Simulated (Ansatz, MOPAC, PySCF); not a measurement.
H2 (SMILES [H][H]) and C4H6 (SMILES C=CC=C) are pulled apart as rigid monomers along the line of their centres of mass, from the B3LYP-D3(BJ)/def2-TZVP minimum. Starting geometry (charge 0, multiplicity 1):
| atom | x (Å) | y (Å) | z (Å) |
|---|---|---|---|
| H | -0.3978 | -0.7720 | -0.1385 |
| H | -0.3146 | -0.3297 | 0.4548 |
| C | 0.9178 | 1.5270 | 2.6492 |
| C | 0.0083 | 0.8175 | 3.3196 |
| C | 0.1371 | -0.5963 | 3.6224 |
| C | -0.7762 | -1.3066 | 4.2861 |
| H | 1.8317 | 1.0716 | 2.2856 |
| H | 0.7788 | 2.5796 | 2.4435 |
| H | -0.8979 | 1.3045 | 3.6693 |
| H | 1.0429 | -1.0837 | 3.2725 |
| H | -0.6399 | -2.3603 | 4.4883 |
| H | -1.6909 | -0.8510 | 4.6475 |

Interaction energies with rigid monomers; basis-set methods are counterpoise corrected unless marked otherwise.

Correlated levels freeze the cores. The state that PM3 reach isn't checked.

Run with Ansatz (Gaussian orbitals); MOPAC for PM3 (differences of heats of formation); PySCF for the dispersion terms. Values without a source in brackets are computed.

```json
[
 {"H2···C4 (Å)": "2.80", "PM3 (kJ/mol)": "0.0", "B3LYP/def2-TZVPPD (kJ/mol)": "2.9", "PBE0-D3(BJ)/def2-TZVPPD (kJ/mol)": "-2.3", "SCS-MP2/aug-cc-pVDZ (kJ/mol)": "0.6", "CCSD/aug-cc-pVDZ (kJ/mol)": "0.3"},
 {"H2···C4 (Å)": "3.10", "PM3 (kJ/mol)": "-0.2", "B3LYP/def2-TZVPPD (kJ/mol)": "0.9", "PBE0-D3(BJ)/def2-TZVPPD (kJ/mol)": "-3.1", "SCS-MP2/aug-cc-pVDZ (kJ/mol)": "-1.2", "CCSD/aug-cc-pVDZ (kJ/mol)": "-1.4"},
 {"H2···C4 (Å)": "3.56", "PM3 (kJ/mol)": "-0.1", "B3LYP/def2-TZVPPD (kJ/mol)": "___", "PBE0-D3(BJ)/def2-TZVPPD (kJ/mol)": "-2.5", "SCS-MP2/aug-cc-pVDZ (kJ/mol)": "-1.3", "CCSD/aug-cc-pVDZ (kJ/mol)": "-1.5"},
 {"H2···C4 (Å)": "4.33", "PM3 (kJ/mol)": "___", "B3LYP/def2-TZVPPD (kJ/mol)": "0.1", "PBE0-D3(BJ)/def2-TZVPPD (kJ/mol)": "-1.1", "SCS-MP2/aug-cc-pVDZ (kJ/mol)": "-0.7", "CCSD/aug-cc-pVDZ (kJ/mol)": "-0.7"},
 {"H2···C4 (Å)": "5.56", "PM3 (kJ/mol)": "0.0", "B3LYP/def2-TZVPPD (kJ/mol)": "0.0", "PBE0-D3(BJ)/def2-TZVPPD (kJ/mol)": "-0.3", "SCS-MP2/aug-cc-pVDZ (kJ/mol)": "-0.2", "CCSD/aug-cc-pVDZ (kJ/mol)": "-0.2"}
]
```

Complete the blanks.


- 3.56, B3LYP/def2-TZVPPD (kJ/mol): 0.2
- 4.33, PM3 (kJ/mol): 0.0

Ansatz is an electronic-structure program.
